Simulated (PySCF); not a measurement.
In(F)2(NH2) (F2H2InN), SMILES [NH2][In]([F])[F].

Geometry optimised at B3LYP-D3(BJ)/def2-SVP. The def2 effective core potentials stand for the cores of In; spin–orbit coupling is left out. The values are those of a single conformer.

Method: C-PCM-B3LYP/def2-SVP (PySCF).

The values are the electrostatic part of the solvation free energy, E(continuum) − E(gas) at the gas-phase geometry, in a cavity of scaled van der Waals radii (PySCF's table); cavitation and dispersion terms are not included. A continuum can't describe solvent molecules that bind to the metal. In vacuum the orbital gap is 5.35 eV. The dipole moment in vacuum is 3.86 D.

Question: Estimate the values in water (ε = 78.36), diethylether (ε = 4.24), chlorobenzene (ε = 5.70). (Estimate from the structure and the level; the computed values follow.)

Answer: 
```tsv
solvent	ε	ΔG(elec) (kcal/mol)	dipole (D)	gap (eV)
water	78.36	-13.0	4.57	5.24
diethylether	4.24	-9.8	4.39	5.28
chlorobenzene	5.70	-10.6	4.44	5.27
```
